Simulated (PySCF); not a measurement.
## Polarisability and C₆ of Mn⁺ (manganese, charge +1)

[Ar] 3d5 4s1, high-spin 7S determinant. Computed with PySCF 2.14 in aug-cc-pwCVTZ-DK with one added diffuse shell each of s, p, d, f, g type (11s10p8d5f4g, 152 functions), with scalar relativity by spin-free X2C-1e. Coupled (time-dependent) response in atomic units; α is the mean over directions.

| method | mean α (bohr³) | C₆ (like pair) | S(−4) |
| --- | --- | --- | --- |
| PBE0 | 29.70 | 156.0 | 722.2 |

S(−4) is the Cauchy moment in α(ω) = α(0) + S(−4) ω² + …

α(iu) at PBE0:

```csv
u (hartree),α(iu) (bohr³)
0,29.70
0.0500,28.02
0.100,24.07
0.200,16.03
0.300,10.98
0.500,6.280
0.750,3.990
1.00,2.903
1.50,1.841
2.00,1.310
3.00,0.7758
5.00,0.3692
```

A single London oscillator, α(iu) = α/(1 + u²/ω²), gives C₆ = (3/4) ω α². Matching the computed C₆ needs ω = 4 × 156.0 / (3 × 29.70²) = 0.236 hartree.

For an ion, C₆ is the dispersion term alone; charge-induced terms of lower order in 1/R come first.
